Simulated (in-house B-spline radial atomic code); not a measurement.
K¹⁶⁺. Computed with a B-spline radial atomic code. Model: all-electron spherical atom, spin shells full or empty, radial basis limit, no spin-orbit coupling: exact exchange with a local potential (Slater, KLI or optimised effective potential, whose far tail is KLI's), no correlation.

Empty minority-spin level lies below the highest occupied level: each spin potential is zero at infinity, spin occupations fixed.

The run also made RPA and GW results, which its time includes.

The Slater potential averages the orbital exchange potentials with the orbital densities as weights, KLI adds orbital constants, and the optimised effective potential minimises the exact-exchange energy among local potentials. So their energies lie above Hartree-Fock in the order OEP, KLI, Slater. All fall off as −1/r, unlike LDA and GGA exchange.

Command:
```bash
python run_gw.py task.json out
```
Settings (lengths in bohr, energies in hartree):
```
Z                      19
electrons              3
configuration          [He] 2s1
hamiltonian            nr
method                 slater
lmax                   9
spin_polarised         True
box_radius             4.78
intervals              61
ion_configuration      1s2
```

Cost of the run: 0.9 s on 1 thread of Intel(R) Xeon(R) 6975P-C (Granite Rapids) (shared host).

Given: hamiltonian non-relativistic; mean-field start Slater potential.

Computed: energy above Hartree-Fock 5.9221 millihartree; virial ratio -E/T less 1 -0.003478.

```tsv
radius (bohr)	r times exchange potential up (hartree bohr)	r times exchange potential down (hartree bohr)
0.00263	-0.051262	-0.049003
0.00309	-0.060191	-0.057541
0.00363	-0.070651	-0.067544
0.00427	-0.083011	-0.079366
0.00502	-0.097444	-0.093172
0.00589	-0.11409	-0.10911
0.00692	-0.13367	-0.12785
0.00814	-0.15665	-0.14986
0.00956	?	?
0.0112	-0.21309	-0.20398
0.0132	-0.24893	-0.2384
0.0155	?	?
0.0182	-0.33432	-0.32063
0.0214	-0.38554	-0.37012
0.0252	-0.44272	-0.42558
0.0296	-0.50392	-0.48517
0.0347	-0.5682	-0.54808
0.0408	-0.63609	-0.61493
0.0479	-0.70372	-0.68201
0.0563	-0.76968	-0.74797
0.0662	-0.83083	-0.80973
0.0778	-0.88374	-0.86425
0.0914	-0.92456	-0.90946
0.107	-0.94554	-0.94369
0.126	-0.92956	-0.96879
0.148	-0.85239	-0.98444
0.174	-0.74638	-0.99327
0.205	-0.71288	-0.99755
0.24	-0.75676	-0.99923
0.283	-0.82867	-0.99982
0.332	-0.89342	-0.99997
0.39	-0.94262	-1
0.458	-0.97378	-1
0.538	-0.99018	-1
0.633	-0.99713	-1
0.743	-0.99935	-1
0.873	-0.9999	-1
```

Problem. What belongs in the row 0.00956?

Solution. r times exchange potential up (hartree bohr): -0.18307; r times exchange potential down (hartree bohr): -0.17518.

Problem. What belongs in the row 0.0155?

Solution. r times exchange potential up (hartree bohr): -0.28898; r times exchange potential down (hartree bohr): -0.27692.

```json
{"occupied": "1s up", "level (hartree)": "-165.17", "Hartree-Fock level (hartree)": "-165.45"}
{"occupied": "1s down", "level (hartree)": "-165.03", "Hartree-Fock level (hartree)": "-165.07"}
{"occupied": "2s up", "level (hartree)": "-38.06", "Hartree-Fock level (hartree)": "-37.813"}
```

```
  empty  level (hartree)
2s down          -38.502
2p down          -37.717
  2p up          -37.102
3s down          -16.699
  3s up          -16.609
3p down           -16.44
  3p up                ?
3d down          -16.172
  3d up          -16.073
4s down          -9.2961
  4s up                ?
4p down          -9.1865
  4p up           -9.152
4d down          -9.0849
```

Problem. What belongs in the row 3p up?

Solution. level (hartree): -16.344.

Problem. What belongs in the row 4s up?

Solution. level (hartree): -9.2618.

The highest level, 2s up, differs from Hartree-Fock by -6.7 eV and the deepest, 1s up, by +7.62 eV: the Slater potential lacks the response part and is deeper than the optimised one throughout, so the top level comes too deep.
